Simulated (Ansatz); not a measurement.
## Isomers

Structures of Al2BH5O, closed shell, relaxed at PBE0-D4/def2-TZVP (vibrations not checked; lower isomers may exist, and structures with a doubtful reference or unclear bonds are left out). Program: Ansatz 0.2.0. Basis: def2-TZVPP. Cores are frozen in the correlated methods. B3LYP uses VWN-RPA correlation.

Problem. Rank them by CCSD(T) energy, lowest first, and give each one's height above the lowest. Links in brackets join atoms within 1.22 times the sum of their covalent radii (1.1 for two metals). (An estimate is asked for; the value comes from the calculation.)
A.
Al₂BH₅O ([OH][BH][Al]1[H][AlH2]1)
```
9
angstrom
Al 0.2202 -0.8996 0.2064
B 0.7783 0.0330 -1.6535
O 1.9577 0.6915 -1.7304
Al -1.2080 -0.6524 2.1866
H -0.9074 0.4320 0.7967
H 2.1345 1.0782 -2.5941
H 0.0841 -0.0360 -2.6412
H -0.5552 -0.0127 3.4818
H -2.6871 -1.2131 2.0712
```
B.
Al₂BH₅O ([AlH3][O]1[BH][AlH]1)
```
9
angstrom
B -0.6260 0.7667 0.2624
Al 1.0396 0.6634 1.3537
O 0.1396 -0.3528 0.1325
Al 0.0768 -2.0548 -0.8927
H -1.6473 1.0320 -0.2851
H 1.3859 -2.7170 -0.2434
H 2.3863 0.2364 2.0349
H -1.3461 -2.6164 -0.4238
H 0.1991 -1.4916 -2.3853
```
C.
Al₂BH₅O ([BH2][Al]([OH])[AlH2])
```
9
angstrom
B -0.1470 2.0185 -0.9342
Al 0.4064 0.0640 -0.3146
O 1.8493 -0.5537 -0.9928
Al -0.9150 -1.4451 1.3791
H -0.8908 2.2224 -1.8545
H 0.1976 3.0065 -0.3452
H 2.1771 -1.4285 -0.7895
H -0.6011 -3.0047 1.5351
H -2.0766 -0.8794 2.3166
```
D.
Al₂BH₅O ([BH2][Al]1[OH][AlH2]1)
```
9
angstrom
B -0.6974 1.2555 -2.0562
O 0.8454 -0.3807 0.4237
Al -0.7808 0.2369 -0.1837
Al -0.1941 -1.0136 1.8990
H -0.8779 0.6934 -3.1011
H -0.5728 2.4466 -2.1340
H 1.7710 -0.4010 0.1684
H -0.2562 -2.6028 1.9028
H 0.1603 -0.2080 3.2237
```

Solution. By the calculation: B (0.0 kJ/mol), D (41.9 kJ/mol), C (47.5 kJ/mol), A (66.7 kJ/mol). Heights count from the lowest.

Problem. Do PBE-D4, r2SCAN-D4, PBE0-D4, B3LYP-D4, wB97M-V, HF, MP2 give the same order? (A judgement: the text doesn't fix the answer.)

Solution. Computed: Lowest first: PBE-D4 B < D < A < C; HF B < C < D < A. The others agree with CCSD(T).

T1 diagnostic: at most 0.016.

For scale, one of the runs: CCSD(T)/def2-TZVPP, 216 basis functions, launched by `ansatz run in.yaml --threads 2 --pin off --events-out ev --progress --plain --max-ram 4352MiB`. Hardware: 2 CPU threads of an Arm Neoverse V1, shared host. Wall time 83 s; peak host memory 2.9 GiB.
